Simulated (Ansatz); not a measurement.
A run for Ansatz (a quantum-chemistry and plane-wave program): R-CCSD(T)/cc-pV(D+d)Z on H6OSi2 (SMILES [SiH3]O[SiH3]). The basis file is the Basis Set Exchange's JSON of that set.

Ansatz 0.2 input:
```yaml
crystal:
  periodic: [false, false, false]
  atoms:
    - {symbol: Si, position_ang: [1.55047815, -0.29363711, 0.11359861]}
    - {symbol: O, position_ang: [0.01851138, 0.20030070, 0.40509589]}
    - {symbol: Si, position_ang: [-1.54770440, 0.32480216, -0.05024339]}
    - {symbol: H, position_ang: [1.64102360, -0.90213141, -1.23518744]}
    - {symbol: H, position_ang: [2.45958207, 0.87103678, 0.19058915]}
    - {symbol: H, position_ang: [1.94453446, -1.29337022, 1.13091417]}
    - {symbol: H, position_ang: [-2.39553413, -0.42741082, 0.90110076]}
    - {symbol: H, position_ang: [-1.72679404, -0.22973409, -1.41335690]}
    - {symbol: H, position_ang: [-1.94419709, 1.75014401, -0.04271085]}
basis:
  gaussian:
    orbitals: cc-pV_D+d_Z.json
magnetization: {spin_polarized: false}
correlation: {method: ccsd_t, electrons: outside_noble_gas}
scf: {lower_state_search: off}
```

### Question
Give the final energy of this run.

### Answer
-656.7539 hartree (reference determinant -656.3091, T1 diagnostic 0.011).

### Question
How many basis functions does it have, and what does it roughly cost on one machine?

### Answer
90 functions; around 7 core-seconds (rough).
